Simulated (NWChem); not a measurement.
Species: AlH₂Se₂F; SMILES [F][Al]([SeH])[SeH]

```xyz
6

Al     0.0000     0.0000    -0.6941
F      0.0000     0.0000    -2.3722
Se     2.0610    -0.2567     0.3389
H      1.4262    -0.1759     1.6812
Se    -2.0610     0.2567     0.3389
H     -1.4262     0.1759     1.6812
```
Atoms are numbered in this order, from 1.

Level: PBE-D3(BJ)/def2-SVP (NWChem), optimised geometry, unscaled harmonic frequencies. This build's default masses of Se (78.918 u) and Br (79.917 u) are each other's, which moves their modes by up to 0.6 %.

Problem. List the harmonic frequencies with IR intensities, and the thermochemistry.

Solution. 
```
frequency (cm⁻¹)  IR intensity (km/mol)
----------------  ---------------------
93                                  2.7
154                                11.1
157                                 0.0
178                                28.8
240                                 0.0
263                                 3.8
463                                78.1
581                                46.0
596                                 5.7
846                                93.6
2352                                9.7
2356                               12.6
```

```
Property                                                                            Value
-----------------------------------------------------------------------  ----------------
zero-point energy                                                           11.8 kcal/mol
thermal correction to the enthalpy at 298.15 K (with zero-point energy)     16.9 kcal/mol
heat capacity Cv                                                         21.1 cal/(mol K)
entropy at 298.15 K and 1 atm (symmetry number 2)                        86.6 cal/(mol K)
dipole moment                                                                      2.17 D
```

Rigid rotor and harmonic oscillator; modes under 100 cm⁻¹ make the entropy uncertain.
